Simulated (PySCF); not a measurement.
**Magnetisability: 1-methylcyclopropane-1-carboxylic acid (SMILES CC1(C(=O)O)CC1)**

Molfile (atoms numbered from 1):
```
C5H8O2
     RDKit          3D

 15 15  0  0  0  0  0  0  0  0999 V2000
   -0.7687   -1.2154    0.5671 C   0  0  0  0  0  0  0  0  0  0  0  0
   -0.0709    0.0041    0.0156 C   0  0  0  0  0  0  0  0  0  0  0  0
    1.3666   -0.1469   -0.3208 C   0  0  0  0  0  0  0  0  0  0  0  0
    2.0651    0.7232   -0.7782 O   0  0  0  0  0  0  0  0  0  0  0  0
    1.8424   -1.3766   -0.0656 O   0  0  0  0  0  0  0  0  0  0  0  0
   -0.8346    0.9641   -0.8712 C   0  0  0  0  0  0  0  0  0  0  0  0
   -0.4727    1.3772    0.5104 C   0  0  0  0  0  0  0  0  0  0  0  0
   -0.7153   -2.0379   -0.1432 H   0  0  0  0  0  0  0  0  0  0  0  0
   -0.2985   -1.5370    1.4942 H   0  0  0  0  0  0  0  0  0  0  0  0
   -1.8137   -0.9899    0.7647 H   0  0  0  0  0  0  0  0  0  0  0  0
    2.7814   -1.4171   -0.3055 H   0  0  0  0  0  0  0  0  0  0  0  0
   -1.8617    0.7190   -1.0930 H   0  0  0  0  0  0  0  0  0  0  0  0
   -0.2918    1.4131   -1.6888 H   0  0  0  0  0  0  0  0  0  0  0  0
    0.3130    2.1072    0.6294 H   0  0  0  0  0  0  0  0  0  0  0  0
   -1.2449    1.4208    1.2629 H   0  0  0  0  0  0  0  0  0  0  0  0
  1  2  1  0
  2  3  1  0
  3  4  2  0
  3  5  1  0
  2  6  1  0
  6  7  1  0
  7  2  1  0
  1  8  1  0
  1  9  1  0
  1 10  1  0
  5 11  1  0
  6 12  1  0
  6 13  1  0
  7 14  1  0
  7 15  1  0
M  END
```

Theory: GIAO B3LYP/pcSseg-1 magnetisability, rotational g tensor and spin-rotation constants, non-relativistic, gas phase in PySCF 2.14.0. Geometry: GFN2-xTB.

Problem. What are the magnetisability and the molar susceptibility?

Solution. Isotropic -1139 × 10⁻³⁰ J/T², or -68.6 × 10⁻⁶ cm³/mol; principal values -1203, -1154, -1060 × 10⁻³⁰ J/T², anisotropy 126 × 10⁻³⁰ J/T² (root of half the summed squared differences of the principal values). The susceptibility is in cgs units.

Problem. Split it along the inertial axes a, b, c into diamagnetic and paramagnetic parts about the centre of mass, with the quadrupole moment.

Solution. 
| axis | χ (10⁻⁶ cm³/mol) | diamagnetic (10⁻⁶ cm³/mol) | paramagnetic (10⁻⁶ cm³/mol) | summed x² of all electrons (Å²) | quadrupole Θ (D Å) |
| --- | --- | --- | --- | --- | --- |
| a | -66.8 | -403.7 | 336.9 | 105.0 | +7.67 |
| b | -69.5 | -543.7 | 474.2 | 72.0 | -7.79 |
| c | -69.5 | -750.6 | 681.1 | 23.2 | +0.12 |

Anisotropies 2χaa − χbb − χcc = +5.3 and 2χbb − χaa − χcc = -2.6 × 10⁻⁶ cm³/mol. Θ is traceless in Buckingham's convention.

Problem. And the rotational g tensor?

Solution. 
```csv
axis,rotational constant (GHz),g,nuclear part,electronic part
a,3.9665,-0.0216,0.6062,-0.6278
b,2.6280,+0.0002,0.5857,-0.5855
c,1.8224,-0.0038,0.5793,-0.5831
```
Asymmetric top; isotopes 12C, 1H, 16O; no vibrational averaging.
